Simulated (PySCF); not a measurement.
**Correlation energy of In⁻ (indium, charge -1)**

[Kr] 4d10 5s2 5p2, high-spin 3P determinant. All numbers are calculated (PySCF 2.14, a scalar-relativistic core potential, in aug-cc-pwCVDZ-PP with ECP28MDF). Frozen: 4s2 4p6 4d10; 4 electrons correlated.

| level | correlation energy (mhartree) |
| --- | --- |
| CCSD | -49.62 |
| (T) | -1.43 |
| CCSD(T) | -51.05 |
| CCSDT | -51.55 |

Diagnostics: T1 = 0.014, D1 = 0.0355, largest double amplitude 0.086.

Question: Is a single reference adequate?

Answer: Mostly. T1 lies below 0.03, but a double amplitude of this size points to a near-degeneracy that CCSD handles and MP2 describes poorly.
